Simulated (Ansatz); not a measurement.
Job for Ansatz (a first-principles code): R-PBE0/def2-TZVPP on H4OSi2 (SMILES O[Si][SiH3]), a point of a torsion scan.

Ansatz 0.2 input:
```yaml
crystal:
  periodic: [false, false, false]
  atoms:
    - {symbol: O, position_ang: [2.27119554, -0.24152202, -0.07364125]}
    - {symbol: Si, position_ang: [0.96725856, -1.21761737, -0.02980611]}
    - {symbol: Si, position_ang: [-0.95350440, 0.03672907, 0.08354610]}
    - {symbol: H, position_ang: [2.34102738, 0.71194806, -0.01426226]}
    - {symbol: H, position_ang: [-1.30388177, 0.53392272, -1.26311192]}
    - {symbol: H, position_ang: [-1.22085350, 1.21991261, 0.92551589]}
    - {symbol: H, position_ang: [-2.02206875, -0.91255808, 0.43600412]}
basis:
  gaussian:
    orbitals: def2-TZVPP
hamiltonian:
  xc: {name: PBE0}
scf: {lower_state_search: off}
```

Program output:

```
WARN ansatz: RAYON_NUM_THREADS=1 ignored (pool sized by the plan → 1); use --threads N
Functional definition: PBE0
these checks for a lower state are left out or cut short: stability, starts, cluster_reference, orbital_swaps, neighbouring_geometries, increment
integrals: 0.08 GiB planned
969 factors; their error is unknown
mean field: 0.68 GiB planned
mean field evaluation 1: about -17854.4600 eV, gradient 5.3e1 eV
mean field evaluation 2: about -17838.7346 eV, gradient 1.0e2 eV
mean field evaluation 4: about -17859.1230 eV, gradient 3.0e0 eV
mean field evaluation 8: about -17859.1445 eV, gradient 2.8e-2 eV
mean field evaluation 16: about -17859.1816 eV, gradient 1.4e-5 eV
mean field -17859.18163463 eV, -656.3128196845 hartree, gradient 5.6e-6 eV, S^2 0.000000; 0 other end points of the search recorded, 0 dependent functions left out
reference -17859.18166371 eV, -656.3128207533 hartree; 20, 20 occupied and 151, 151 virtual orbitals, 969 factors
Total energy: -17859.18166371 eV, -656.3128207533 hartree
Checks for a lower state left out: stability, starts, cluster_reference, orbital_swaps, neighbouring_geometries, increment
```

The calculation finished and met its thresholds.

Cost: about 2.7 core-seconds (a rough figure).
